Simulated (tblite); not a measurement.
C4H3S (SMILES [c-]1cccs1), charge -1, singlet, at a GFN2-xTB geometry; GFN1-xTB in tblite.

tblite was given this input:
```
$ tblite run mol.xyz --method gfn1 --charge -1 --spin 0 --spin-polarized --json tblite.json --no-restart

# file mol.xyz
8

S     -0.00082766     0.05267305     1.18469317
C     -0.01458724     1.38257716    -0.00751956
C      0.01279089    -1.21209334    -0.00380212
C     -0.00751256     0.73867156    -1.22850840
C      0.00746439    -0.68017748    -1.25133482
H      0.02360557    -2.24376413     0.30791021
H     -0.01333077     1.31026799    -2.15798828
H      0.01403491    -1.28314000    -2.15802336
```

Question: Write the output that tblite gives for this input, abridged.

Answer: 
```
xTB calculator
 | screened Coulomb repulsion
 | Coulomb electrostatics
 |  * isotropic Klopman-Ohno-Mataga-Nishimoto electrostatics
 |  * onsite third-order electrostatics
 | DFT-D3(BJ) dispersion correction
 | Interactions (1)
 | [1] spin polarization

halogen bonding energy    0.0000000000000E+00 Eh
repulsion energy          1.7330960287171E-01 Eh
dispersion energy        -3.0624549837060E-03 Eh
interaction energy        0.0000000000000E+00 Eh
number of electrons       2.6000000000000E+01 e
integral cutoff           1.9731147476801E+01 bohr

------------------------------------------------------------
  cycle        total energy    energy error   density error
------------------------------------------------------------
      1     -13.80193361629  -1.3972181E+01   4.7582220E-01
      2     -13.87347084151  -7.1537225E-02   2.9459238E-01
      3     -13.87188604899   1.5847925E-03   1.0768352E-01
      4     -13.88178196602  -9.8959170E-03   1.3370286E-02
      5     -13.88212009395  -3.3812793E-04   2.4192003E-03
      6     -13.88213872136  -1.8627408E-05   6.2299937E-04
      7     -13.88213935461  -6.3325228E-07   1.5388905E-04
      8     -13.88213936417  -9.5598391E-09   4.5936883E-05
      9     -13.88213936768  -3.5156393E-09   1.0710811E-05
------------------------------------------------------------

electronic energy        -1.4052386515572E+01 Eh
total energy             -1.3882139367684E+01 Eh

Post processing:
 | Mayer-Wiberg bond orders

[Info] JSON dump of results written to 'tblite.json'
```
